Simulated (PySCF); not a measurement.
One of the candidates below gave these computed data.

All candidates are C5H8OSi.

* Polarisability: 93.5 au [PBE0/def2-SVPD]
* NMR, other nuclei: isotropic shieldings of nuclei other than C and H, by class: -392 (1 O), 387 (1 Si) ppm [GIAO PBE0/pcSseg-1]
* Dipole: 4.09 D [PBE0/def2-SVPD]
* UV, strongest line: among the 8 lowest singlet transitions: S3 at 5.37 eV (231 nm, f = 0.311) [TDDFT PBE0/def2-SVPD]
* Rotational structure: rotational constants A, B, C: 4.354, 0.900, 0.792 GHz [GFN2-xTB]
* 13C NMR: chemical shifts (computed TMS as zero) by class: 180.6 (1 C), 107.6 (1 C), 87.6 (1 C), 5.3 (1 C), -8.0 (1 C) ppm [GIAO PBE0/pcSseg-1]

Gas-phase values; electronic properties from PySCF, density fitting. Levels stand in brackets. One conformer (not necessarily the lowest) at the GFN2-xTB geometry, without solvent, vibrations or thermal averaging. NMR classes are plain means over equivalent atoms (diastereotopic ones count apart unless rotation or inversion swaps them), as if these changed places fast.

Question: Which candidate is it?
A. `C=C1C=CCO[SiH2]1`
B. `C=C1CC=C[SiH2]O1`
C. `C[SiH2]CC#CC=O`
D. `CC[Si@H]1C=CC1=O`

Answer: C. It is `C[SiH2]CC#CC=O`. Numbering: `[CH3:1][SiH2:2][CH2:3][C:4]#[C:5][CH:6]=[O:7]`. Its formula, C5H8OSi, gives 3 degrees of unsaturation: 0 rings and 3 π bonds in the structure found. 5 carbons fall into 5 classes; from least to most shielded: aldehyde carbon [C6] (180.6 ppm), alkyne carbon [C4] (107.6 ppm), alkyne carbon [C5] (87.6 ppm), sp3 carbon bound to silicon [C3] (5.3 ppm), Si-methyl carbon [C1] (-8.0 ppm). The other shieldings belong to: -392 ppm, aldehyde oxygen [O7]; 387 ppm, SiH2 silicon [Si2]. The optimised geometry has point group C1 and is an asymmetric top.

The others, at the same levels:
- `C=C1C=CCO[SiH2]1` fails: its computed 13C shifts are 143.3 (1 C), 138.7 (1 C), 137.9 (1 C), 133.0 (1 C), 67.2 (1 C) ppm, rotational constant A is 3.389 GHz (against 4.354 GHz) and smallest rotational constant is 1.415 GHz (against 0.792 GHz).
- `CC[Si@H]1C=CC1=O` fails: its computed 13C shifts are 225.5 (1 C), 191.0 (1 C), 173.5 (1 C), 11.1 (1 C), 9.3 (1 C) ppm, rotational constant A is 3.573 GHz (against 4.354 GHz) and smallest rotational constant is 1.196 GHz (against 0.792 GHz).
- `C=C1CC=C[SiH2]O1` fails: its computed 13C shifts are 160.7 (1 C), 156.4 (1 C), 130.3 (1 C), 96.2 (1 C), 38.7 (1 C) ppm, rotational constant A is 3.542 GHz (against 4.354 GHz) and smallest rotational constant is 1.486 GHz (against 0.792 GHz).

Each candidate is one conformer, not necessarily the lowest. The conformers computed, where there is a choice (atom-mapped SMILES and torsion angles):
- `[CH3:1][SiH2:2][CH2:3][C:4]#[C:5][CH:6]=[O:7]`: C1–Si2–C3–C4 60°
- `[CH3:1][CH2:2][Si@H:3]1[CH:4]=[CH:5][C:6]1=[O:7]`: C1–C2–Si3–C4 -162°
